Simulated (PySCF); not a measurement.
NICS in isomers of C8H10OSi.

NICS = −σ at a ghost point: NICS(0) at the centroid of the ring atoms, NICS(1) 1 Å to either side along the normal of their mean plane, zz for the tensor component along that normal. Level: GIAO PBE0/pcSseg-1 (PySCF, non-relativistic, gas phase) on the GFN2-xTB geometries, one conformer each. Atom numbers follow the mapped SMILES.

Question: Order these rings by mean NICS(1)zz, lowest (most negative) first (ppm).
A. ring C2–C3–C5–C8 in `[CH2:1]=[C:2]1[C:3](=[CH2:4])[C:5]([CH2:6][SiH3:7])=[C:8]1[CH:9]=[O:10]`
B. ring C4–C5–C6–Si8 in `[CH3:1][C:2]#[C:3][C:4]1=[CH:5][C:6](=[O:7])[Si@H:8]1[CH2:9][CH3:10]`
C. ring C3–C4–C5–C6–C7–C8 in `[CH2:1]=[CH:2][c:3]1[cH:4][cH:5][cH:6][cH:7][c:8]1[O:9][SiH3:10]`
D. ring C4–C5–C6–C10 in `[CH3:1][C:2](=[O:3])[C:4]1=[CH:5][C@@:6]2([SiH3:7])[CH:8]=[CH:9][C@@H:10]12`

Answer: C (-25.0), D (-3.3), B (-0.3), A (2.3).

```json
{"SMILES": "C=Cc1ccccc1O[SiH3]", "ring": "6-membered carbocycle; formal bonds all aromatic", "NICS(0)": "-8.6", "NICS(1)": "-10.5", "NICS(1)zz": "-25.0", "HOMA": "0.98", "rms pucker (Å)": "0.00", "ring atoms with four or more neighbours": "0"}
{"SMILES": "CC(=O)C1=C[C@@]2([SiH3])C=C[C@@H]12", "ring": "4-membered carbocycle; formal bonds 1 double, 3 single", "NICS(0)": "-3.6", "NICS(1)": "-2.9", "NICS(1)zz": "-3.3", "HOMA": "–", "rms pucker (Å)": "0.01", "ring atoms with four or more neighbours": "2"}
{"SMILES": "CC#CC1=CC(=O)[Si@H]1CC", "ring": "4-membered ring with Si; formal bonds 1 double, 3 single", "NICS(0)": "5.8", "NICS(1)": "-2.8", "NICS(1)zz": "-0.3", "HOMA": "–", "rms pucker (Å)": "0.00", "ring atoms with four or more neighbours": "1"}
{"SMILES": "C=C1C(=C)C(C[SiH3])=C1C=O", "ring": "4-membered carbocycle; formal bonds 1 double, 3 single", "NICS(0)": "2.9", "NICS(1)": "-3.2", "NICS(1)zz": "2.3", "HOMA": "-0.73", "rms pucker (Å)": "0.00", "ring atoms with four or more neighbours": "0"}
```

NICS(0) gives another order. The isotropic NICS(1) gives another order. HOMA uses Krygowski's 1993 parameters; it is left out where a ring has a four-coordinate atom, a triple bond, no multiple bond or a kind of bond without parameters. NICS(1) and NICS(1)zz are means over the two faces.
